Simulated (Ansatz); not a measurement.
Basis sets compared for trans-MnF2(NH3)4 (MnN4F2H12). Total charge 0; doublet. Geometry PBE-D4/def2-SVP. Ansatz on 4 threads of Intel Xeon Platinum 8375C on a shared host; times are rough, and most runs start from earlier orbitals.

```xyz
19

Mn    0.000   -0.001    0.001
F    -1.195    0.699   -1.364
F     1.199   -0.706    1.361
N     1.661   -0.435   -1.116
H     1.638   -1.149   -1.860
H     2.126   -0.835   -0.266
H     2.245    0.332   -1.485
N    -1.666    0.440    1.111
H    -1.644    1.158    1.851
H    -2.259   -0.320    1.479
H    -2.118    0.839    0.255
N    -0.958   -1.706   -0.608
H    -0.444   -2.480   -1.055
H    -1.465   -1.158   -1.342
H    -1.652   -2.154    0.011
N     0.961    1.703    0.615
H     0.450    2.472    1.074
H     1.651    2.158   -0.003
H     1.470    1.145    1.340
```

At PBE-D4/def2-SVP, PBE0-D4/def2-SVP, PBE0-D4/def2-TZVP the charge 0 doublet is spin-contaminated (final ⟨S²⟩ up to 1.02, 0.75 for a pure state). At PBE0-D4/def2-TZVP a sextet of charge 0 lies 2.12 eV below the doublet, each at its own geometry.

```tsv
level	functions	energy (Eh)	HOMO (eV)	LUMO (eV)	wall time
PBE-D4/def2-SVP	175	-1575.8611	-0.81	-0.45	12 s
PBE0-D4/def2-SVP	175	-1575.8874	-2.61	0.43	20 s
```

Question: Estimate the rows for PBE-D4/def2-TZVP, PBE0-D4/def2-TZVP.

Answer: 
| level | functions | energy (Eh) | HOMO (eV) | LUMO (eV) | wall time |
| --- | --- | --- | --- | --- | --- |
| PBE-D4/def2-TZVP | 303 | -1576.5493 | -1.23 | -0.71 | 19 s |
| PBE0-D4/def2-TZVP | 303 | -1576.5597 | -3.25 | 0.11 | 46 s |
